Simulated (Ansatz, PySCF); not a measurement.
Cd(OMe)(SeH) (CH4CdOSe), SMILES C[O][Cd][SeH].

Coordinates come from a B3LYP-D3(BJ)/def2-SVP optimisation. The def2 effective core potentials stand for the cores of Cd; spin–orbit coupling is left out. One conformer was computed; it need not be the lowest.

Vertical ionisation energy (IE) and electron affinity (EA) in eV. Rows of orbital energies are one-electron estimates. Where ΔSCF, EOM or ADC give a negative EA the extra electron is unbound and the value depends on the basis.

```csv
level,IE,EA
"−ε(HOMO), −ε(LUMO), CAM-B3LYP/def2-TZVP (PySCF)",8.33,0.73
"−ε(HOMO), −ε(LUMO), PBE/def2-TZVP (PySCF)",5.73,2.43
"ΔSCF, PBE0/def2-SVPD (Ansatz), final states of multiplicity 2 and 2",8.97,0.14
"ΔSCF, PBE/def2-SVPD (Ansatz), final states of multiplicity 2 and 2",8.54,0.24
```

What vertical singlet–triplet gap does ΔSCF give with PBE0/def2-SVPD (Ansatz, a first-principles code) and with PBE/def2-SVPD (Ansatz)? (The exact figures need the calculation; the answer reports its results.)

3.85 and 3.37 eV (triplet above singlet where positive).
